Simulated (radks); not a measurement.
Values are calculated unless marked as measured or tabulated.
Task: Radial electron density D(r) = 4 pi r^2 rho(r) of an atom or ion with 31 electrons. Level of theory: Dirac Kohn-Sham, exchange-only LDA, spin-unpolarised, spherical densities, finite nucleus; Fermi nuclear charge, rms radius of each element as measured or else 0.836 A^(1/3) + 0.57 fm (a radial shooting solver on a logarithmic mesh with Libxc functionals).

```
   r/bohr * D(r) (the largest magnitude, 49, reaches the edge; | marks zero)
 0.006244 |          *
 0.008328 |                *
  0.01111 |                       *
  0.01493 |                                *
  0.01992 |                                        *
  0.02657 |                                              *
  0.03543 |                                              *
  0.04726 |                                         *
  0.06303 |                                      *
  0.08407 |                                         *
   0.1121 |                                                   *
   0.1495 |                                                      *
   0.1995 |                                           *
    0.266 |                              *
   0.3548 |                               *
   0.4732 |                                    *
   0.6312 |                            *
   0.8419 |              *
    1.123 |     *
     1.51 |  *
    2.013 |*
    2.685 *
    3.582 *
    4.777 *
    6.372 *
    8.498 *
```

What is the nuclear charge?

Result: Z = 34. The innermost maximum, from 1s, lies near gamma/Z bohr with gamma = sqrt(1 - (Z/c)^2) = 0.969, here 0.0285 bohr (found: 0.0309), and its height grows with Z. The density is that of the selenium ion Se3+ in [Ar] 3d10 4s1.5 4p1 5p0.5; the configuration itself is not fixed sharply by these data, and Z only to about a unit. D(r) has 3 maxima, at r = 0.0309, 0.139, 0.469 bohr, and minima at 0.0646, 0.298 bohr, inside which lie 2.08, 11.00 electrons.
